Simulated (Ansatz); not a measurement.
Cost and result for the atomization energy of CH$_{6}$AlFOSi (`[CH3][AlH][SiH](O)F`) (11 atoms, 10 bonds).

```xyz
11

C    -0.739   -1.755    0.638
Al   -0.371   -0.631   -0.920
Si    0.572    1.636   -0.555
O     1.578    1.715    0.747
F    -0.684    2.623   -0.316
H    -1.368   -2.616    0.401
H    -1.219   -1.193    1.446
H     0.203   -2.143    1.046
H    -0.641   -1.167   -2.394
H     1.371    2.249   -1.648
H     1.298    1.281    1.554
```

Total charge 0; spin multiplicity 1. The geometry is a stationary point of PBE0-D4/def2-TZVP. It is one conformer, not always the lowest. Program: Ansatz. All runs use 4 threads of an Arm Neoverse V2 on a shared host. Times are those of one run each, without the atoms' runs, and a repeat can differ threefold. Electronic energies, without spin–orbit coupling; frozen cores. CCSD(T)/CBS adds CCSD(T) − MP2 in def2-TZVPP to the MP2 limit, and its time is that of the two runs behind it. T1 = 0.012. HSE06 is the plane-wave form, built on full-range PBE exchange.

CCSD(T)/CBS is a level of theory with its own doubt, some kJ/mol a heavy atom from the limit and from the frozen cores, so smaller differences don't rank the functionals.

| level | functions | wall time |
| --- | --- | --- |
| LDA (SPW92)/def2-TZVPP | 261 | 1.1 s |
| revPBE-D4/def2-TZVPP | 261 | 1.6 s |
| BLYP-D4/def2-TZVPP | 261 | 1.7 s |
| HSE06-D4/def2-TZVPP | 261 | 2.7 s |
| CAM-B3LYP-D4/def2-TZVPP | 261 | 2.7 s |
| r2SCAN-D4/def2-TZVPP (with forces) | 261 | 3.5 s |
| CCSD(T)/def2-SVP | 108 | 3.5 s |
| r2SCANh-D4/def2-TZVPP | 261 | 3.9 s |
| B2PLYP/def2-TZVPP | 261 | 4.2 s |
| B97M-V/def2-TZVPP | 261 | 6.5 s |
| MP2/def2-QZVPP | 491 | 16 s |
| CCSD(T)/def2-TZVPP | 261 | 120 s |
| CCSD(T)/CBS(def2) | – | 2.2 min |

(1) What atomization energy does each give, and how far from CCSD(T)/CBS? (Best estimate.)

Answers

(1) Computed: 
```tsv
level	atomization (kcal/mol)	difference from CCSD(T)/CBS	per bond
LDA (SPW92)/def2-TZVPP	1043.9	113.5	11.3
revPBE-D4/def2-TZVPP	909.1	-21.3	-2.1
BLYP-D4/def2-TZVPP	919.2	-11.2	-1.1
HSE06-D4/def2-TZVPP	917.5	-12.9	-1.3
CAM-B3LYP-D4/def2-TZVPP	929.3	-1.1	-0.1
r2SCAN-D4/def2-TZVPP (with forces)	927.7	-2.7	-0.3
CCSD(T)/def2-SVP	861.9	-68.5	-6.9
r2SCANh-D4/def2-TZVPP	921.7	-8.7	-0.9
B2PLYP/def2-TZVPP	915.0	-15.4	-1.5
B97M-V/def2-TZVPP	930.1	-0.3	0.0
MP2/def2-QZVPP	934.7	4.3	0.4
CCSD(T)/def2-TZVPP	904.3	-26.1	-2.6
CCSD(T)/CBS(def2)	930.4	0.0	0.0
```

From PBE to PBE0 (25 % exact exchange), in def2-TZVPP and without D4, the atomization energy moves by −13.2 kcal/mol: exact exchange takes away binding that semilocal exchange gives to molecules. The D4 term adds +7.7 kcal/mol with B3LYP and +4.1 kcal/mol with PBE0; it sums over pairs of atoms, weighted by their polarisabilities, and B3LYP, whose exchange is more repulsive, gets the larger term. Leaving LDA and LC-ωPBE aside and taking each functional with its dispersion term where it has one, the values, not all of them listed here, spread over 31.2 kcal/mol, from BHLYP-D4 to PBE-D4. LDA lies +117.8 kcal/mol from PBE without D4, its usual overbinding.

B3LYP here is the variant with VWN-RPA as its local correlation; programs differ in this.
